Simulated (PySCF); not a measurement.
## Radial density of Ca⁺ (calcium, charge +1)

B3LYP, [Ar] 4s1, 2S determinant. Computed with PySCF 2.14 in aug-cc-pwCVQZ-X2C (11s10p8d6f3g, 150 functions), with scalar relativity by spin-free X2C-1e.

```csv
r (bohr),4πr²ρ (e/bohr),4πr²(ρα − ρβ)
0.00100,0.08404,0.0000
0.00169,0.2208,0.0001
0.00284,0.5708,0.0003
0.00478,1.435,0.0007
0.00804,3.437,0.0016
0.0135,7.573,0.0036
0.0228,14.48,0.0066
0.0383,21.82,0.0086
0.0644,22.78,0.0048
0.108,17.42,-0.0003
0.182,21.02,0.0173
0.306,22.95,0.0197
0.515,8.478,0.0080
0.867,7.329,0.0752
1.46,4.914,-0.0038
2.45,0.7903,0.2748
4.12,0.2647,0.2597
6.94,0.01541,0.0154
11.7,8.193e-05,0.0001
```

Densities and radii are taken from the X2C orbitals without a picture-change correction, which distorts them close to the nucleus.

(1) Where is the radial spin density 4πr²(ρα − ρβ) most negative, and why is it negative at all?

## Answers

(1) Around r = 1.46 bohr, down to -0.0038 e/bohr: exchange with the open shell polarises the paired shells in an unrestricted calculation.
